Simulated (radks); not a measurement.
The numbers below are computed, except where a source is named.
These are the eigenvalues of the occupied orbitals of an atom or ion with whole-number occupations (Ry). Code: a radial shooting solver on a logarithmic mesh with Libxc functionals. Model: scalar-relativistic Kohn-Sham, PBE, spin-polarised, spherical densities, finite nucleus; Fermi nuclear charge, rms radius of each element as measured or else 0.836 A^(1/3) + 0.57 fm.

| orbital | eigenvalue |
|---|---|
| 1s up | -180.0112 |
| 1s down | -179.9968 |
| 2s up | -18.62714 |
| 2s down | -18.61212 |
| 2p up | -14.58365 |
| 2p down | -14.56328 |
| 3s up | -3.89433 |
| 3s down | -3.77032 |
| 3p up | -3.01288 |

Which element is it, and in what charge state? The configuration may be excited. Open shells, if any, are filled with parallel spins first.

Answer. Z = 16, sulfur, charge +3: S3+ in [Ne] 3s2 3p1. The list shows which subshells hold electrons but not how many an open one holds; the 1s level, -90.006 hartree, gives Z - s = 13.4 by -(Z - s)^2/2, which with screening and relativity narrows Z to a few neighbours, and the depths of the outer levels then fix element, charge and occupations together.
